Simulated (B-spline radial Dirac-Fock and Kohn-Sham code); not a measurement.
**Mo: non-radiative channels of the 1s vacancy**

System: neutral molybdenum, [Kr] 4d5 5s1.

Method: independent-particle rates on relativistic LDA orbitals of the hole state (multipoles up to L = 3, Coulomb Auger matrix elements, transition energies from Dirac-Fock). Computed with a B-spline atomic structure program. Kinetic energies are configuration averages from the vacuum level; the two-hole energies are estimated from single-hole states.

```csv
transition,kinetic energy (eV),width (meV),share (%)
K-L1L1,14150.4,64.1,6.1
K-L1L2,14402.7,78.8,7.6
K-L1L3,14509.6,124,11.9
K-L2L2,14617.9,13.2,1.3
K-L2L3,14733.7,304,29.2
K-L3L3,14838.6,159,15.2
K-L1M1,16575.9,20.5,2.0
K-L1M2,16667.0,13.2,1.3
K-L1M3,16685.7,20.6,2.0
K-L2M1,16819.3,10.6,1.0
K-L2M2,16914.1,4.15,0.4
K-L3M1,16924.3,16.7,1.6
K-L2M3,16930.1,43.2,4.1
K-L3M2,17016.4,42.5,4.1
K-L3M3,17036.5,45.8,4.4
K-L1N1,–,3.57,0.3
K-L2M5,17097.9,5.22,0.5
K-L3M4,17199.5,6.85,0.7
K-L3M5,17204.2,6.31,0.6
K-L2N3,17314.4,6.37,0.6
K-L3N2,17416.6,6.29,0.6
K-L3N3,17419.5,6.77,0.6
K-M2M3,19152.9,6.10,0.6
K-M3M3,19170.2,3.31,0.3
```

A dash stands for an energy that rests on an unreliable hole state.

The listed channels hold 97 % of the non-radiative rate. Summed by principal shells, of 1.04 eV in all: KLL 71.3 %, KLM 23.0 %, KLN 3.3 %, KMM 1.8 %, KMN 0.5 %.
